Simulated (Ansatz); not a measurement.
Start from `[F][SnH]([SH])[Cl]` and change one atom or group to get `[F][SnH]([SiH3])[Cl]`.

Ansatz, PBE0-D4/def2-TZVP geometries, multiplicity 1. Each molecule was computed in one conformer, which needn't be the lowest.

Elements past krypton have def2 core potentials.

| property | `[F][SnH]([SH])[Cl]` |
| --- | --- |
| HOMO energy (PBE0/def2-TZVPP) / eV | -8.27 |
| HOMO–LUMO gap (B3LYP/def2-TZVPP) / eV | 5.82 |
| LUMO energy (B3LYP/def2-TZVPP) / eV | -2.19 |
| LUMO energy (PBE0/def2-TZVPP) / eV | -1.88 |
| ideal-gas entropy at 298 K and 1 bar (rigid rotor, harmonic PBE0-D4/def2-TZVP) / J/(mol·K) | 361 |
| HOMO energy (ωB97M-V/def2-TZVPP) / eV | -10.48 |

Q: What does the change do to each property? (Best estimate.)

A: The calculation gave: 
```tsv
property	`[F][SnH]([SiH3])[Cl]`	shift
HOMO energy (PBE0/def2-TZVPP) / eV	-8.44	-0.17
HOMO–LUMO gap (B3LYP/def2-TZVPP) / eV	6.70	0.88
LUMO energy (B3LYP/def2-TZVPP) / eV	-1.52	0.67
LUMO energy (PBE0/def2-TZVPP) / eV	-1.24	0.64
ideal-gas entropy at 298 K and 1 bar (rigid rotor, harmonic PBE0-D4/def2-TZVP) / J/(mol·K)	378	17
HOMO energy (ωB97M-V/def2-TZVPP) / eV	-10.48	0.00
```

With PBE0 the HOMO falls by 0.17 eV and the LUMO rises by 0.64 eV, so the gap widens by about 0.81 eV. PBE moves the HOMO by -0.23 eV and ωB97M-V by 0.00 eV. The zero-point energy changes by 40.6 kJ/mol with +6 modes.

B3LYP here is the variant with VWN-RPA as its local correlation; programs differ in this.
